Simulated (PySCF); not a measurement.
F2HOSb, SMILES [F][Sb]([OH])[F].

Coordinates come from a B3LYP-D3(BJ)/def2-SVP optimisation. The def2 effective core potentials stand for the cores of Sb; spin–orbit coupling is left out. The values are those of a single conformer.

Computed with r2SCAN/def2-TZVPD run with PySCF.

Gas-phase values at a fixed geometry.

| Quantity | Result |
|---|---|
| total energy | -515.96969 hartree |
| point group | Cs |
| highest occupied level | -8.38 eV |
| lowest empty level | -2.15 eV |
| orbital gap | 6.24 eV |
| dipole moment | 2.19 D |
| quadrupole, principal values (traceless, Buckingham form, about the centre of nuclear charge) | -5.23, -4.41, 9.64 D·Å |
| mean static polarisability | 43.4 bohr³ (6.43 Å³) |
| polarisability, principal values | 40.7, 42.5, 46.9 bohr³ |
